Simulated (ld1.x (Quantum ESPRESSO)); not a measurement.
PBE PAW dataset for nitrogen, scalar-relativistic all-electron reference.

nitrogen (N), PAW, made with ld1.x (Quantum ESPRESSO) 7.5 (PBE, scalar-relativistic). Core [He], reference 2s2 2p2.75 (charge +0.25). Waves: 2s (bound): rcut 0.65, rcutus 0.75 bohr; 2s channel at 3.2 Ry: rcut 0.65, rcutus 0.75 bohr; 2p (bound): rcut 1.40, rcutus 1.50 bohr; 2p channel at 2.25 Ry: rcut 1.40, rcutus 1.50 bohr. Local part: all-electron potential smoothed inside 1.15 bohr (lloc = -1). Core correction: a·sin(br)/r model core inside 0.56 bohr. Augmentation charge: GAUSS, radius 0.70 bohr.

Poles of the logarithmic derivatives, all-electron (AE) and pseudo (PS). s: poles at 0.2 (AE) and 0.2 (PS) Ry. p: poles at 0.8 (AE) and 0.8 (PS) Ry. Test radius 1.65 bohr.

- Cutoffs needed: 70 Ry and 80 Ry (the cutoffs (Ry, on a coarse ladder) from which the occupation-weighted sum of valence levels, in a spherical-Bessel basis at the reference potential, stays within 10 and 1 mRy of its value at 400 Ry)
- Ghost test: ghost state, extra bound levels that the all-electron valence spectrum of the same l lacks: s at -436.3 eV; a true bound ghost makes a file unfit for plane-wave use (spherical-Bessel basis up to 400 Ry, 20 bohr box)
- Largest excitation error: -22 meV (all-electron minus pseudo) for 2s2 2p0, out of 7 test configurations
- Lowest eigenvalue of the overlap operator: 0.68 (p channel)
